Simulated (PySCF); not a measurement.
## Molybdenum: a sound run and one with changed settings

Sound run: Mo(2+) [Kr] 4d4, Mo(3+) [Kr] 4d3. Calculation: PySCF 2.14, in aug-cc-pVDZ-PP with ECP28MDF (5s5p4d2f, 54 functions); a scalar-relativistic core potential. In the sound run the correlated levels freeze 4s2 4p6 outside the core potential. The sound run starts from symmetry-adapted Hartree-Fock orbitals and uses a fine grid where one is needed.

Changed run: initial guess 1e, at most 50 SCF cycles.

```json
{"species": "Mo(2+)", "method": "UHF", "sound run (hartree)": "-66.55790", "changed run (hartree)": "-66.55791", "converged": "yes"}
{"species": "Mo(2+)", "method": "B3LYP", "sound run (hartree)": "-67.03107", "changed run (hartree)": "-67.03159", "converged": "yes"}
{"species": "Mo(2+)", "method": "BP86", "sound run (hartree)": "-67.06827", "changed run (hartree)": "-67.06719", "converged": "no"}
{"species": "Mo(2+)", "method": "MP2", "sound run (hartree)": "-66.58247", "changed run (hartree)": "-66.58248", "converged": "yes"}
{"species": "Mo(3+)", "method": "UHF", "sound run (hartree)": "-65.59917", "changed run (hartree)": "-65.59917", "converged": "yes"}
{"species": "Mo(3+)", "method": "B3LYP", "sound run (hartree)": "-66.03264", "changed run (hartree)": "-66.03264", "converged": "yes"}
{"species": "Mo(3+)", "method": "BP86", "sound run (hartree)": "-66.06411", "changed run (hartree)": "-66.06411", "converged": "yes"}
{"species": "Mo(3+)", "method": "MP2", "sound run (hartree)": "-65.60873", "changed run (hartree)": "-65.60873", "converged": "yes"}
```

Ionisation energy of Mo(2+):

| method | sound run (eV) | changed run (eV) |
| --- | --- | --- |
| UHF | 26.088 | 26.089 |
| B3LYP | 27.169 | 27.183 |
| MP2 | 26.497 | 26.497 |
| SCS-MP2 | 26.225 | 26.225 |

Where the changed run lies lower, it found another determinant of the same configuration, with other orbitals of the open shell filled.

For comparison, NIST gives 27.13 ± 0.12 eV between the lowest levels.
